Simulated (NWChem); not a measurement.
System: C₂H₃ClF₂; SMILES FC(F)CCl

Here is an NWChem input.

```
start job
memory heap 200 mb stack 900 mb global 1100 mb
geometry units angstroms noautosym nocenter noautoz
  F     -1.310167    -1.029876     0.074479
  C     -0.015226    -0.862523    -0.308311
  F      0.678185    -1.998714     0.015880
  C      0.619180     0.298127     0.441997
  Cl    -0.131668     1.855894    -0.015181
  H      0.014404    -0.724361    -1.413871
  H      0.487146     0.138169     1.529801
  H      1.699194     0.342906     0.205728
end
basis spherical
  * library def2-svp
end
dft
  xc b3lyp
  iterations 150
  mulliken
end
task dft energy
esp
  recalculate
  probe 0.07
  range 0.3
  factor 1.0
  spacing 0.02
end
task esp
```

Geometry: optimised at PBE-D3(BJ)/def2-SVP. B3LYP is NWChem's, with the RPA form of VWN correlation.

Atomic charges in e: unrestrained fits to the electrostatic potential beside Mulliken populations; buried atoms are poorly determined by the fit.

Atoms are numbered as in the input.

Problem. Give the results of this calculation. (B3LYP/def2-SVP.) Quantities: ESP F1; Mulliken F1; ESP C2; Mulliken C2; ESP F3; Mulliken F3; ESP C4; Mulliken C4; ESP Cl5; Mulliken Cl5; relative RMS misfit of the potential (%).

Solution. 
```json
{
  "ESP F1": "-0.27",
  "Mulliken F1": "-0.22",
  "ESP C2": "0.63",
  "Mulliken C2": "0.44",
  "ESP F3": "-0.29",
  "Mulliken F3": "-0.23",
  "ESP C4": "-0.12",
  "Mulliken C4": "-0.01",
  "ESP Cl5": "-0.15",
  "Mulliken Cl5": "-0.15",
  "relative RMS misfit of the potential (%)": "27"
}
```
